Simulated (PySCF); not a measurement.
Mg(Et)(OSiH3), C2H8MgOSi, SMILES C[CH2][Mg][O][SiH3], singlet (CAM-B3LYP/def2-SVP optimised geometry):

```
13

Mg    -1.713    -2.035     2.686
C     -2.501    -3.081     4.315
C     -1.865    -4.438     4.645
H     -3.583    -3.213     4.136
H     -2.442    -2.420     5.198
H     -0.792    -4.350     4.881
H     -1.945    -5.151     3.808
H     -2.338    -4.923     5.516
O     -1.047    -1.121     1.282
Si    -0.448    -0.306     0.000
H     -0.894    -0.912    -1.292
H      1.047    -0.306     0.000
H     -0.894     1.121     0.000
```

Computed with CAM-B3LYP/def2-TZVP in PySCF.

Question: What are the frontier orbital energies and the dipole moment?

Answer: HOMO-2 -9.36 eV, HOMO-1 -9.36 eV, HOMO -8.29 eV, LUMO -0.31 eV, LUMO+1 0.81 eV; dipole moment 1.98 D.

On the same geometry PBE/def2-TZVP (PySCF) gives HOMO-2 -6.46 eV, HOMO-1 -6.46 eV, HOMO -5.82 eV, LUMO -1.75 eV, LUMO+1 -0.59 eV; dipole moment 2.28 D.

Meta-Löwdin charges at CAM-B3LYP/def2-TZVP: Mg1 1.37, C2 -0.71, C3 -0.31, H4 0.09, H5 0.09, H6 0.10, H7 0.10, H8 0.10, O9 -1.16, Si10 0.77, H11 -0.14, H12 -0.14, H13 -0.14.
